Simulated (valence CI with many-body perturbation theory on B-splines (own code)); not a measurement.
**Hyperfine factors and g values of V XVIII**

Calculated by valence CI with perturbative core correlation (CI+MBPT): four valence electrons over a frozen Dirac-Fock core [He], radial functions for each j: 11 s, 11 p, 9 d, 7 f, 5 g, 2 h, 1 i, with the one-electron correlation potential Σ1 (screened to all orders), the two-electron term Σ2, the three-electron term Σ3, Breit, model QED; selected single and double excitations, second order for the rest (own B-spline code, finite nucleus).

No measured spectrum was set against this ion. As an estimate, levels of excited configurations hold to 0.05 to 0.15 % of their energy, terms of the ground configuration to about 0.5 %.

A/g_I is the dipole constant over the nuclear g factor μ/I (μ in nuclear magnetons, uniformly magnetised nucleus), B/Q the quadrupole constant per barn. Both hold the static response of the core; the bare values leave it out. Large factors of s and p1/2 electrons are usually good to 5 to 10 %; those of open d and f shells near neutrality can be off by tens of per cent, and small factors of p3/2, d and f electrons come from cancelling terms and can be off by a factor of two or in sign, in half-filled shells by more. B is blank for J = 1/2, where it vanishes, and for nearly pure S terms. Energies count from the lowest level. Levels with J = 0 are left out.

Names give the largest LS component (configuration and term), which can be under half, so a name can repeat, a term be missing and a line seem to break the LS rules; names also repeat where a configuration has a term twice. Letters in brackets count levels of one name in rising energy.

```csv
Level,E (× 10³ cm⁻¹),g,A/g_I (MHz),A/g_I bare,B/Q (MHz/b),B/Q bare
2s2 2p2 3P_1,37.87,1.498,-1270,642,17200,17300
2s2 2p2 3P_2,68.17,1.432,29100,30500,-21600,-21700
2s2 2p2 1D_2,161.04,1.063,28700,29000,55500,55800
2s 2p3 5S°_2,366.79,1.991,78200,79400,,
2s 2p3 3D°_2,623.86,1.202,55400,54800,36900,37100
2s 2p3 3D°_1,625.14,0.577,-46100,-44600,20600,20700
2s 2p3 3D°_3,634.99,1.331,82000,81100,-175,-184
2s 2p3 3P°_1,735.55,1.434,105000,104000,-20800,-20900
2s 2p3 3P°_2,743.54,1.451,80400,79700,-36500,-36700
2s 2p3 3S°_1,897.75,1.883,-57800,-50900,207,209
2s 2p3 1D°_2,908.84,1.014,40800,40600,-1330,-1320
2s 2p3 1P°_1,1015.0,1.097,13500,14700,446,435
2p4 3P_2,1358.9,1.466,15300,18200,27200,27300
2p4 3P_1,1411.0,1.499,-4480,-1230,-16600,-16700
2p4 1D_2,1480.7,1.030,38400,38600,-60900,-61200
2s2 2p 3s 3P°_1,5735.9,1.402,90900,89400,-7670,-7700
2s2 2p 3s 3P°_2,5796.8,1.499,36500,36900,35400,35500
2s2 2p 3s 1P°_1,5817.6,1.093,6610,8310,25300,25500
2s2 2p 3p 3D_1,5881.1,0.708,63100,62100,-2610,-2620
2s2 2p 3p 1P_1,5918.1,1.210,-5930,-5860,2910,2920
2s2 2p 3p 3D_2,5919.7,1.177,28100,28200,10500,10500
2s2 2p 3p 3P_1,5967.7,1.305,8720,10100,-1090,-1100
2s2 2p 3p 3D_3,5971.0,1.332,13400,14100,45100,45300
2s2 2p 3p 3S_1,5984.6,1.772,18500,20000,5660,5690
2s2 2p 3p 3P_2,5990.1,1.418,22400,23300,-437,-429
2s2 2p 3p 1D_2,6037.8,1.067,19200,19400,33900,34000
2s 2p2 3s 5P_1,6069.5,2.479,145000,144000,-3390,-3400
2s2 2p 3d 3F°_2,6075.8,0.752,27800,27300,5460,5520
2s 2p2 3s 5P_2,6096.9,1.827,83600,83200,35200,35400
2s2 2p 3d 3F°_3,6100.9,1.106,16500,16500,6500,6570
2s2 2p 3d 1D°_2 [a],6108.0,1.142,-10900,-11000,-9790,-9800
2s2 2p 3d 3D°_1,6125.5,0.730,-18200,-18200,-1540,-1530
```

Task: Take the isotope of mass number 51, with I = 7/2, μ = 5.1464 μN and Q = -0.052 b. What is the hyperfine structure of 2s 2p3 3P°_1?

Result: From the table A = 155000 MHz, B = 1080 MHz. Shifts from the centre of gravity in MHz: F = 5/2: -697000, F = 7/2: -156000, F = 9/2: 543000.
